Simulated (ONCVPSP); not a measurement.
**Before and after: ONCV potential for titanium (Ti)**

```json
{
 "Element": "Ti (Z = 22)",
 "Generator": "ONCVPSP 4.0.1",
 "Type": "optimised norm-conserving Vanderbilt (ONCV)",
 "Functional": "revPBE",
 "Relativity": "fully relativistic",
 "Frozen core": "[Ne]",
 "Valence charge": "12",
 "Reference configuration": "3s2 3p6 3d2.5 4s1.5",
 "Partial waves": "3s+4s: rc 1.45 bohr, ncon 4, nbas 7, qcut 6.5 1/bohr, 2 projectors; 3p: rc 1.65 bohr, ncon 4, nbas 9, qcut 7.6 1/bohr, 2 projectors, debl 1.7 Ha; 3d: rc 2.45 bohr, ncon 4, nbas 9, qcut 7 1/bohr, 2 projectors, debl 2 Ha",
 "Local potential": "polynomial inside 1.10 bohr (lpopt 5, dvloc0 0 Ha)",
 "Core correction": "polynomial model core, fcfact 0.3"
}
```

Open shells are filled in proportion to 2j + 1.

All-electron outer shells of the reference configuration (revPBE, scalar-relativistic, ld1.x):

```csv
shell,level (eV),outermost node (bohr),outermost maximum (bohr)
2p,-442.07,–,0.22
3s,-60.80,0.40,0.87
3p,-37.07,0.37,0.90
4s,-3.99,1.25,3.03
3d,-2.84,–,1.00
```

Change: s: rc 1.04; local potential polynomial inside 1.04 bohr (lpopt 5, dvloc0 0 Ha).

Cutoffs: the cutoffs (Ha) at which the residual kinetic energy of the hardest occupied pseudo-wave falls to 1 and 0.1 mHa per electron; they do not see the model core or the augmentation charge, which bear on the density cutoff. Errors are all-electron minus pseudo energies relative to the spin-unpolarised reference configuration.

Task: Predict the effect on cutoff, ghosts and configuration errors.

Result: The potential gets harder (20 Ha and 48 Ha → 98 Ha and 118 Ha); of the 4 tests that both files solve, the error grows in 0 and shrinks in 1 by more than 15 % and 0.3 meV (median size 16.4 → 16.8 meV); neither file shows a bound ghost. A smaller radius makes the pseudo-wave follow the all-electron one further in, where it bends more sharply, so more plane waves are needed.

```tsv
quantity	base	changed
cutoff, loose	20 Ha	98 Ha
cutoff, tight	48 Ha	118 Ha
loose cutoff by channel	s 19 Ha, p 20 Ha, d 17 Ha	s 98 Ha, p 20 Ha, d 17 Ha
bound ghosts	none	none
GHOST(+) flags under 300 eV	none	none
error for 3s2 3p6 3d2 4s2, meV [ΔE -0.36 eV]	+22	+22
error for 3s2 3p6 3d2 4s1, meV [ΔE 6.92 eV]	+11	+11
error for 3s2 3p6 3d2 4s0, meV [ΔE 20.35 eV]	-2.7	-2.1
error for 3s2 3p6 3d1 4s2, meV [ΔE 9.33 eV]	+340	+346
p3/2: phases at 1.68 bohr within 0.05 rad from the reference energy up to (Ha; the scan ends near 5)	to the end of the scan	to the end of the scan
p1/2: phases at 1.68 bohr within 0.05 rad from the reference energy up to (Ha; the scan ends near 5)	to the end of the scan	to the end of the scan
d5/2: phases at 2.49 bohr within 0.05 rad from the reference energy up to (Ha; the scan ends near 5)	3.9	4.0
d3/2: phases at 2.49 bohr within 0.05 rad from the reference energy up to (Ha; the scan ends near 5)	3.9	4.0
rms error of d²Exc/dni dnj with the model core, mHa	5.01	5.51
```
